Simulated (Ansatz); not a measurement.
A run of Ansatz (development build ahead of 0.2.0) on singlet H10 at this shape:

```xyz
10

H     1.6200    0.0000    0.0000
H     1.3106    0.9808    0.0000
H     0.5006    1.5869    0.0000
H    -0.5006    1.5869    0.0000
H    -1.3106    0.9808    0.0000
H    -1.6200    0.0000    0.0000
H    -1.3106   -0.9808    0.0000
H    -0.5006   -1.5869    0.0000
H     0.5006   -1.5869    0.0000
H     1.3106   -0.9808    0.0000
```

Its results:

| Item | Value |
| --- | --- |
| Converged | yes |
| Total energy | -5.39120 hartree |
| Spin squared of the determinant | 0.000 |

Question: Which input gives this output? Name the method, the orbitals and the basis set, and write the input.

Answer: RHF in def2-SVP. An unrestricted run that stays on the closed shell gives the same numbers.

```yaml
crystal:
  periodic: [false, false, false]
  atoms:
    - { symbol: H, position_ang: [1.62, 0.0, 0.0] }
    - { symbol: H, position_ang: [1.31061, 0.98078, 0.0] }
    - { symbol: H, position_ang: [0.50061, 1.58693, 0.0] }
    - { symbol: H, position_ang: [-0.50061, 1.58693, 0.0] }
    - { symbol: H, position_ang: [-1.31061, 0.98078, 0.0] }
    - { symbol: H, position_ang: [-1.62, 0.0, 0.0] }
    - { symbol: H, position_ang: [-1.31061, -0.98078, 0.0] }
    - { symbol: H, position_ang: [-0.50061, -1.58693, 0.0] }
    - { symbol: H, position_ang: [0.50061, -1.58693, 0.0] }
    - { symbol: H, position_ang: [1.31061, -0.98078, 0.0] }
basis:
  gaussian: { orbitals: def2-SVP }
hamiltonian:
  xc: hf
```

Caution: stretched shape with no unrestricted run beside it, a lower state can exist.
